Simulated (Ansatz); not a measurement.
C₄H₅ (SMILES C=C1[CH]C1), doublet, at a GFN2-xTB geometry; LC-WPBE/cc-pVDZ in Ansatz (an electronic-structure program).

The Ansatz input:
Ansatz 0.2 input:
```yaml
crystal:
  periodic: [false, false, false]
  atoms:
    - {symbol: C, position_ang: [-0.00487805, -0.07714410, 0.26394931]}
    - {symbol: C, position_ang: [0.19855614, -0.71836459, -0.91636831]}
    - {symbol: C, position_ang: [-0.06383047, 0.73604089, -0.99191477]}
    - {symbol: C, position_ang: [-0.10307189, -0.06938417, 1.60220965]}
    - {symbol: H, position_ang: [0.40079764, -1.59828163, -1.47223199]}
    - {symbol: H, position_ang: [0.74883323, 1.41662743, -1.23105220]}
    - {symbol: H, position_ang: [-1.02322444, 1.09027825, -1.35918325]}
    - {symbol: H, position_ang: [0.02216024, -0.97349051, 2.17299880]}
    - {symbol: H, position_ang: [-0.30922107, 0.83797828, 2.14221335]}
basis:
  gaussian:
    orbitals: cc-pVDZ
hamiltonian:
  xc: lc_wpbe
magnetization: {spin_polarized: true, initial_magnetization: 1}
```

Task: What does Ansatz print? Leave out banner, timings and long lists.

Result: 
```
Functional definition: LC-wPBE
1010 factors; their error is unknown
314 factors; integrals over basis functions are off by at most 2.2e-5 eV
mean field evaluation 1: about -4220.9186 eV, gradient 1.9e1 eV
mean field evaluation 2: about -4222.4886 eV, gradient 1.1e1 eV
mean field evaluation 4: about -4223.1097 eV, gradient 1.3e0 eV
mean field evaluation 8: about -4223.1487 eV, gradient 1.0e-1 eV
mean field evaluation 16: about -4223.1022 eV, gradient 1.1e-3 eV
mean field -4223.10214545 eV, -155.1961413240 hartree, gradient 5.1e-5 eV, S^2 0.815350; 0 other end points of the search recorded, 0 dependent functions left out
reference -4223.10214546 eV, -155.1961413242 hartree; 15, 14 occupied and 66, 67 virtual orbitals, 1010 factors
Total energy: -4223.10214546 eV, -155.1961413242 hartree
```
